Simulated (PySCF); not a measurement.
C7H5OS (charge -1).
SMILES: `C#CC1=C([O-])SC(C)=C1`

The closed-shell SCF was solved with PySCF and density fitting under several settings on one GFN2-xTB geometry (grid level 2 and gas phase unless stated).

```tsv
settings	basis functions	SCF cycles	E (Eh)	HOMO (eV)	LUMO (eV)
PW91/def2-SVPD, level shift 0.3 Eh	230	17	-742.6746	0.15	2.88
CAM-B3LYP/IGLO-II, IEF-PCM dimethylsulfoxide, level shift 0.3 Eh	241	17	-743.1355	-5.64	1.98
```

**Question.** Estimate the rows for these settings: (1) WP04/pcSseg-1, grid level 4, energy threshold 1e-07 Eh; (2) B97-2/def2-SVPD, fitting basis def2-qzvpp-jkfit.

**Answer.** 
```
                                              settings  basis functions  SCF cycles     E (Eh)  HOMO (eV)  LUMO (eV)
WP04/pcSseg-1, grid level 4, energy threshold 1e-07 Eh              185          12  -754.9910      -1.68       2.73
       B97-2/def2-SVPD, fitting basis def2-qzvpp-jkfit              230          13  -742.7077      -0.46       3.70
```

**Question.** Over all rows, what range does the HOMO–LUMO gap span?

**Answer.** From 2.73 eV (PW91/def2-SVPD, level shift 0.3 Eh) to 7.62 eV (CAM-B3LYP/IGLO-II, IEF-PCM dimethylsulfoxide, level shift 0.3 Eh). The functional of the narrowest has no exact exchange, that of the widest range-separated exact exchange.

WP04 was designed for NMR shieldings or shifts; total energies of different functionals aren't comparable. The HOMO energy is positive at PW91/def2-SVPD; such an orbital is held in place by the finite basis. The species at its GFN2-xTB geometry.
